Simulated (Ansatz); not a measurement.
Basis sets compared for IrCl(PH3)3 (P3IrH9Cl). Charge 0, multiplicity 1. Geometry PBE-D4/def2-SVP. Ansatz on 4 threads of Arm Neoverse V1 on a shared host; times are rough, and most runs start from earlier orbitals.

```xyz
14

Ir    0.242   -0.329   -0.202
Cl    1.544   -2.034   -1.264
P    -0.395   -1.982    1.235
H    -1.299   -1.736    2.325
H     0.632   -2.659    1.968
H    -1.045   -3.133    0.685
P    -0.957    1.254    0.774
H    -0.335    2.466    1.249
H    -1.696    0.967    1.975
H    -2.035    1.910    0.074
P     1.117    1.036   -1.820
H     0.841    0.695   -3.183
H     2.544    1.105   -1.909
H     0.841    2.443   -1.907
```

In the def2 sets Ir takes a core potential; there is no spin–orbit coupling.

Binding counts from free atoms (Ir quartet, Cl doublet, P quartet, H doublet) in the same basis, without a counterpoise term.

| level | functions | energy (Eh) | HOMO (eV) | LUMO (eV) | binding per atom (eV) | wall time |
| --- | --- | --- | --- | --- | --- | --- |
| PBE-D4/def2-SVP | 149 | -1593.0330 | -4.40 | -1.27 | 2.95 | 1.9 s |
| PBE-D4/def2-TZVP (with forces) | 242 | -1593.5825 | -4.60 | -1.63 | 3.00 | 4.3 s |
| r2SCAN-D4/def2-TZVP (with forces) | 242 | -1594.1396 | -4.80 | -1.52 | 2.97 | 9 s |
| PBE0-D4/def2-SVP | 149 | -1593.1096 | -5.58 | -0.57 | 2.88 | 3 s |
| PBE0-D4/def2-TZVP | 242 | -1593.6524 | -5.73 | -0.90 | 2.94 | 6 s |

(1) Estimate the rows for PBE-D4/def2-TZVPD, r2SCAN-D4/def2-TZVPD, PBE0-D4/def2-TZVPD.

Answers

(1) 
```csv
level,functions,energy (Eh),HOMO (eV),LUMO (eV),binding per atom (eV),wall time
PBE-D4/def2-TZVPD,299,-1593.5855,-4.66,-1.71,3.00,5.5 s
r2SCAN-D4/def2-TZVPD,299,-1594.1418,-4.83,-1.56,2.98,12 s
PBE0-D4/def2-TZVPD,299,-1593.6547,-5.77,-0.97,2.94,9.5 s
```
